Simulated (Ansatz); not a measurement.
CH$_{3}$GeNS (`S=C=[N][GeH3]`). The species carries charge 0 and has multiplicity 1. Geometry: relaxed with PBE0-D4/def2-TZVP.

```xyz
7

S     2.100    1.059   -2.430
C     1.075    0.735   -1.282
N     0.293    0.530   -0.413
Ge   -0.688   -0.414    0.810
H     0.291   -1.299    1.588
H    -1.361    0.626    1.707
H    -1.710   -1.238    0.021
```

Question: What is the dipole moment at r2SCAN/def2-TZVPP? (Best estimate.)

Answer: Computed: 3.31 D, with components (-1.93, -1.37, 2.31) D in this frame, pointing from negative to positive charge.

Question: And with PBE, B3LYP, ωB97M-V? (Estimate.)

Answer: Ansatz gave: PBE 3.23 D, B3LYP 3.33 D, ωB97M-V 3.43 D.

Question: Give the Mulliken charges with r2SCAN, ωB97M-V, B3LYP in def2-TZVPP. (Best estimate.)

Answer: Computed: 
| atom | r2SCAN | ωB97M-V | B3LYP |
| --- | --- | --- | --- |
| S1 | -0.18 | -0.19 | -0.22 |
| C2 | 0.15 | 0.15 | 0.14 |
| N3 | -0.27 | -0.28 | -0.21 |
| Ge4 | 0.29 | 0.22 | 0.25 |
| H5 | 0.01 | 0.03 | 0.02 |
| H6 | 0.00 | 0.03 | 0.01 |
| H7 | 0.01 | 0.03 | 0.02 |

B3LYP here is the variant with VWN-RPA as its local correlation; programs differ in this.
